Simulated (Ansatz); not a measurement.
PBE exchange is replaced step by step with exact exchange (0 % is PBE, 25 % PBE0; no dispersion term), basis def2-TZVPD, Ansatz. System: PbS₂⁻. Total charge -1; doublet. Geometry: PBE-D4/def2-TZVPD, each spin state at its own.

Geometry of the doublet:

```xyz
3

Pb   -0.5659   -0.1668    0.4038
S    -0.9745    0.0251   -1.9882
S     1.5404    0.1417    1.5844
```

In the def2 sets Pb takes a core potential; there is no spin–orbit coupling. At PBE-D4/def2-TZVPD, PBE with 5 % exact exchange/def2-TZVPD, PBE with 10 % exact exchange/def2-TZVPD, PBE with 15 % exact exchange/def2-TZVPD and others the highest occupied level of the charge -1 quartet lies above zero (up to 1.02 eV). It is a level of α spin, whose loss leaves a triplet; that state wasn't run at this geometry and level. The electron is either unbound and held by the finite basis, or the level is raised by self-interaction error. The structure comes from a short search, and lower isomers may exist.

HOMO and LUMO are taken over both spins.

```json
{"exact exchange (%)": "0", "HOMO (eV)": "-0.75", "LUMO (eV)": "-0.08", "gap (eV)": "0.67", "⟨S²⟩": "0.754", "quartet − doublet (kJ/mol)": "216.5"}
{"exact exchange (%)": "5", "HOMO (eV)": "-0.94", "LUMO (eV)": "0.06", "gap (eV)": "1.00", "⟨S²⟩": "0.755", "quartet − doublet (kJ/mol)": "219.2"}
{"exact exchange (%)": "15", "HOMO (eV)": "-1.34", "LUMO (eV)": "0.33", "gap (eV)": "1.67", "⟨S²⟩": "0.759", "quartet − doublet (kJ/mol)": "218.0"}
{"exact exchange (%)": "25", "HOMO (eV)": "-1.75", "LUMO (eV)": "0.60", "gap (eV)": "2.35", "⟨S²⟩": "0.763", "quartet − doublet (kJ/mol)": "213.0"}
{"exact exchange (%)": "35", "HOMO (eV)": "-2.16", "LUMO (eV)": "0.88", "gap (eV)": "3.04", "⟨S²⟩": "0.768", "quartet − doublet (kJ/mol)": "206.0"}
{"exact exchange (%)": "50", "HOMO (eV)": "-2.74", "LUMO (eV)": "1.31", "gap (eV)": "4.05", "⟨S²⟩": "0.777", "quartet − doublet (kJ/mol)": "193.6"}
```

Q: Fit a straight line to the column «quartet − doublet (kJ/mol)» against the share of exact exchange and predict its value at 10 %.

A: With x = exact exchange (%) and y = quartet − doublet (kJ/mol): mean x = 21.67, mean y = 211; Σ(x − x̄)(y − ȳ) = -855.5, Σ(x − x̄)² = 1783; slope b = -0.4798, intercept a = ȳ − b·x̄ = 221.4. The residuals of the fitted rows reach 4.9. At x = 10 the line gives 221.4 + (-0.4798 × 10) = 216.6; the run gave 219.3, 2.7 more than the line.
